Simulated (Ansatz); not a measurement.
`[SiH3]O[SiH](Cl)Cl` + NH₃ → `N[SiH](Cl)O[SiH3]` + HCl at 700 K and 1 bar (ligand exchange at the Si–Cl bond).

Program: Ansatz. Geometries: PBE0-D4/def2-TZVP. ΔE: electronic, gas phase. CBS: MP2 limit from def2 TZ/QZ plus the TZ coupled-cluster correction, frozen cores. This one scheme is used for every species. One conformer a species, not always the lowest.

```tsv
species	CCSD(T)/CBS energy (Eh)	H − E (kJ/mol)	S (J/(mol·K))
`[SiH3]O[SiH](Cl)Cl`	-1575.48976	192.4	513.5
NH₃	-56.50880	116.9	226.5
`N[SiH](Cl)O[SiH3]`	-1171.60384	266.4	526.5
HCl	-460.38127	38.4	211.8
```

H − E and S are ideal-gas, rigid-rotor, harmonic terms from PBE0-D4/def2-TZVP, for one conformer and one mirror image of each species. 1 Eh = 2625.50 kJ/mol, R = 8.31446 J/(mol·K).

Q: By hand: ΔE, ΔH, ΔS and ΔG.

A: ΔE = (-1171.60384) + (-460.38127) − (-1575.48976) − (-56.50880) = 0.01345 Eh = 35.3 kJ/mol. Δ(H − E) = 266.4 + 38.4 − 192.4 − 116.9 = -4.5, so ΔH = 30.8 kJ/mol. ΔS = 526.5 + 211.8 − 513.5 − 226.5 = -1.7 J/(mol·K). ΔG = 30.8 − 700 × (-1.7)/1000 = 32.0 kJ/mol.

Q: By hand: the equilibrium constant, and the temperature at which ΔG would vanish if ΔH and ΔS stayed fixed.

A: log₁₀ K = −ΔG/(RT ln 10) = -2.4. ΔH and −TΔS have one sign here, so there is no such temperature.

The number of gas molecules stays the same, so ΔS is small and ΔH decides. A doubt of 5 kJ/mol in ΔE shifts log₁₀ K by 0.4 here. Other conformers and mirror images would add mixing entropy, several J/(mol·K) or more a flexible species. Modes under 60 cm⁻¹, often nearly free rotors, make the harmonic entropy too high. These are equilibria of isolated gas molecules and say nothing of rates. Largest T1 diagnostic: 0.010 (customary marks: 0.02 for closed shells, 0.045 for open ones).

ΔS is within the doubt of such terms, so its sign, and with it that verdict, could turn.
